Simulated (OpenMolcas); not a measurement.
Nb3+ (d2) among equal point charges was computed by CASSCF with the d shell active (OpenMolcas, ANO-RCC-VTZP on the metal). Its lowest spin-free states, and all those of the highest spin:

| 2S+1 | Degeneracy | E (cm-1) |
| --- | --- | --- |
| 3 | 1 | 0.0 |
| 3 | 2 | 1484 |
| 3 | 1 | 5993 |
| 3 | 2 | 7310 |
| 1 | 1 | 10184 |
| 1 | 1 | 10586 |
| 1 | 2 | 12794 |
| 1 | 1 | 13405 |
| 3 | 1 | 14299 |
| 3 | 2 | 16258 |
| 1 | 2 | 18417 |
| 1 | 1 | 18529 |
| 3 | 1 | 21503 |

Q: Is the site octahedral, tetrahedral or cube-like, axial, or of lower symmetry?

A: The states with 2S+1 = 3 have orbital degeneracies 1, 2, 1, 2, 1, 2, 1. There are pairs but no triples, so the site is axial: not cubic, but with a proper or improper axis of order three or more. The run had Nb3+ among 6 point charges of -0.98 e arranged as a tetragonal octahedron (D4h), 2.03 Å from the ion, with the axial distance 2.314 Å.

Without dynamic correlation the repulsion within the d shell is too large (B by tens of per cent), so at a given field states of lower spin stand too high. This is an electrostatic model: the charges have no orbitals. No measured value stands beside these numbers.
